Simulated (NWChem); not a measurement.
System: CH₆BNO; SMILES CB(N)O

NWChem input:

```
start job
memory heap 200 mb stack 900 mb global 1100 mb
geometry units angstroms noautoz
  B     -0.014638     0.073511     0.004356
  C      0.127774    -1.506002     0.000568
  H      1.171284    -1.854185    -0.018880
  H     -0.382333    -1.943884    -0.874541
  H     -0.349688    -1.945063     0.893336
  O     -1.247656     0.686116     0.024725
  H     -1.968567     0.052963     0.036578
  N      1.108752     0.919554    -0.012323
  H      1.020138     1.926898    -0.012418
  H      2.058578     0.581574    -0.031233
end
basis spherical
  * library 6-31g*
end
dft
  xc xcamb88 1.00 lyp 0.81 vwn_5 0.19 hfexch 1.00
  cam 0.33 cam_alpha 0.19 cam_beta 0.46
  iterations 150
  mulliken
end
task dft energy
```

Output (shortened):

```
             Northwest Computational Chemistry Package (NWChem) 7.3.0
             --------------------------------------------------------

 C1  symmetry detected

                             Geometry "geometry" -> ""
                             -------------------------

 Output coordinates in angstroms (scale by  1.889725989 to convert to a.u.)

  No.       Tag          Charge          X              Y              Z
 ---- ---------------- ---------- -------------- -------------- --------------
    1 B                    5.0000    -0.02094682     0.06970595    -0.00000872
    2 C                    6.0000     0.24625204    -1.49354759     0.00002362
    3 H                    1.0000     1.31425357    -1.75791473    -0.00232074
    4 H                    1.0000    -0.21339613    -1.97021747    -0.88274189
    5 H                    1.0000    -0.20921112    -1.96934695     0.88543172
    6 O                    8.0000    -1.29880848     0.58264136    -0.00004430
    7 H                    1.0000    -1.96736477    -0.10566642     0.00084028
    8 N                    7.0000     1.03197394     1.00213804     0.00054042
    9 H                    1.0000     0.86380953     1.99928842    -0.00195519
   10 H                    1.0000     2.00578102     0.74051572    -0.00278088

 Effective nuclear repulsion energy (a.u.)     115.0228736349

                                 NWChem DFT Module
                                 -----------------

 Summary of "ao basis" -> "ao basis" (spherical)
 ------------------------------------------------------------------------------
       Tag                 Description            Shells   Functions and Types
 ---------------- ------------------------------  ------  ---------------------
 B                           6-31g*                  6       14   3s2p1d
 C                           6-31g*                  6       14   3s2p1d
 H                           6-31g*                  2        2   2s
 O                           6-31g*                  6       14   3s2p1d
 N                           6-31g*                  6       14   3s2p1d

            General Information
            -------------------
          SCF calculation type: DFT
          Wavefunction type:  closed shell.
          No. of atoms     :    10
          No. of electrons :    32
           Alpha electrons :    16
            Beta electrons :    16
          Charge           :     0
          Spin multiplicity:     1
          Use of symmetry is: off; symmetry adaption is: off
          Maximum number of iterations: 150
          AO basis - number of functions:    68
                     number of shells:    36
          Convergence on energy requested:  1.00D-06
          Convergence on density requested:  1.00D-05
          Convergence on gradient requested:  5.00D-04

              XC Information
              --------------
                     Hartree-Fock (Exact) Exchange  1.000
                   CAM-Becke88 Exchange Functional  1.000
                      VWN V Correlation Functional  0.190 local
              Lee-Yang-Parr Correlation Functional  0.810

           Range-Separation Parameters
           ---------------------------
           Alpha           :  0.19
           Beta            :  0.46
           Gamma           :  0.33
           Short-Range HF  :     F

             Grid Information
             ----------------
          Grid used for XC integration:  medium
          Radial quadrature: Mura-Knowles
          Angular quadrature: Lebedev.
          Tag              B.-S. Rad. Rad. Pts. Rad. Cut. Ang. Pts.
          ---              ---------- --------- --------- ---------
          B                   0.85       49           7.0       434
          C                   0.70       49          10.0       434
          H                   0.35       45          10.0       434
          O                   0.60       49           9.0       434
          N                   0.65       49           9.0       434
          Grid pruning is: on
          Number of quadrature shells:   466
          Spatial weights used:  Erf1

      Superposition of Atomic Density Guess
      -------------------------------------

 Sum of atomic energies:        -194.22382835

      Non-variational initial energy
      ------------------------------

 Total energy =    -196.351215
 1-e energy   =    -490.187561
 2-e energy   =     178.813473
 HOMO         =      -0.360679
 LUMO         =       0.106081

     ---------------------------------------------
      Total Density - Mulliken Population Analysis
     ---------------------------------------------

    Atom       Charge   Shell Charges
 -----------   ------   -------------------------------------------------------
    1 B    5     4.21   2.00  0.56  1.11  0.26  0.16  0.11
    2 C    6     6.96   2.00  0.72  2.11  0.70  1.40  0.02
    3 H    1     0.76   0.46  0.30
    4 H    1     0.75   0.45  0.30
    5 H    1     0.75   0.45  0.30
    6 O    8     8.90   2.00  0.93  3.14  0.89  1.93  0.01
    7 H    1     0.46   0.36  0.10
    8 N    7     8.09   2.00  0.81  2.68  0.80  1.79  0.01
    9 H    1     0.57   0.41  0.16
   10 H    1     0.56   0.41  0.15

   convergence    iter        energy       DeltaE   RMS-Dens  Diis-err
 ---------------- ----- ----------------- --------- --------- ---------
 d= 0,ls=0.0,diis     1   -196.4700132886 -3.11D+02  1.24D-02  6.34D-01
 d= 0,ls=0.0,diis     2   -196.5038618295 -3.38D-02  5.46D-03  4.31D-01
 d= 0,ls=0.0,diis     3   -196.5411251562 -3.73D-02  1.18D-03  2.25D-02
 d= 0,ls=0.0,diis     4   -196.5431685607 -2.04D-03  3.31D-04  1.32D-03
 d= 0,ls=0.0,diis     5   -196.5432997718 -1.31D-04  8.64D-05  1.27D-04
  Resetting Diis
 d= 0,ls=0.0,diis     6   -196.5433128603 -1.31D-05  2.71D-05  4.65D-06
 d= 0,ls=0.0,diis     7   -196.5433134151 -5.55D-07  1.34D-05  7.60D-07
 d= 0,ls=0.0,diis     8   -196.5433134390 -2.39D-08  6.06D-06  6.64D-07

[...]
```

Level: CAM-B3LYP/6-31G* (spherical d). Coordinates come from a PBE0/def2-SVP optimisation.
